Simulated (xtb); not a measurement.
CuF, charge +1, doublet, at a GFN2-xTB geometry (such geometries of metal compounds can be far from the true shape) (the multiplicity is a formal guess).

Here is a job for xtb.
```
$ xtb mol.xyz --gfn 2 --chrg 1 --uhf 1 --vipea --json

# file mol.xyz
2

Cu    -0.00000000    -0.00000000    -0.40706850
F      0.00000000     0.00000000     1.31166518
```

Q: Predict the vertical ionisation energy (with the method's empirical shift) from GFN2-xTB in xtb.

A: 20.54 eV

Q: What vertical electron affinity (with the method's empirical shift) does GFN2-xTB give?

A: 10.55 eV
